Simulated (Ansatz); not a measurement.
`[Ag][I]` + H–F → `[F][Ag]` + HI  (ligand exchange at the Ag–I bond)

Program: Ansatz. Geometries: PBE0-D4/def2-TZVP. ΔE: electronic, gas phase. CCSD(T)/CBS is the MP2 limit (def2-TZVPP, def2-QZVPP) plus CCSD(T) − MP2 in def2-TZVPP, frozen cores. This one scheme is used for every species. Functionals use def2-TZVPP. Elements past krypton have def2 core potentials. For Ag, I outer-core shells are correlated without core-valence functions, which leaves a few kJ/mol of doubt a bond.

`[Ag][I]`:

Z-matrix (Å, degrees):
```
Ag
I 1 2.565
```

H–F:

Cartesian coordinates in Å:
```
F -0.080 0.450 0.052
H 0.080 -0.450 -0.052
```

`[F][Ag]`:

Z-matrix (Å, degrees):
```
F
Ag 1 1.986
```

HI:

```xyz
2

I    -0.565    0.573    0.005
H     0.565   -0.573   -0.005
```

CCSD(T)/CBS gives +44.5 kcal/mol.

(1) Another level gave +41.3 kcal/mol. Which?
A. BLYP/def2-TZVPP
B. HF/def2-TZVPP
C. r2SCAN-D4/def2-TZVPP
D. r2SCANh-D4/def2-TZVPP

(2) What do rigid-rotor, harmonic-oscillator terms from PBE0-D4/def2-TZVP frequencies (298.15 K, 1 bar) make of the CCSD(T)/CBS value? (Estimate.)

Largest T1 diagnostic among the species: 0.023, so the coupled-cluster value is less sure than usual.

Results:

(1) C. r2SCAN-D4 41.3, HF/def2-TZVPP 45.1, BLYP 36.4, r2SCANh-D4 42.9 kcal/mol.

(2) The calculation gave: ΔZPE = -2.2 kcal/mol, ΔH = +42.2 kcal/mol, ΔS = 4 J/(mol·K), ΔG = +41.9 kcal/mol.

At CCSD(T), def2-SVP lies −1.9 kcal/mol from the extrapolated value and def2-TZVPP −1.8 kcal/mol. The D4 term adds +1.0 kcal/mol with B3LYP and +0.5 kcal/mol with PBE0; it sums over pairs of atoms, weighted by their polarisabilities, and B3LYP, whose exchange is more repulsive, gets the larger term.

B3LYP here is the variant with VWN-RPA as its local correlation; programs differ in this.
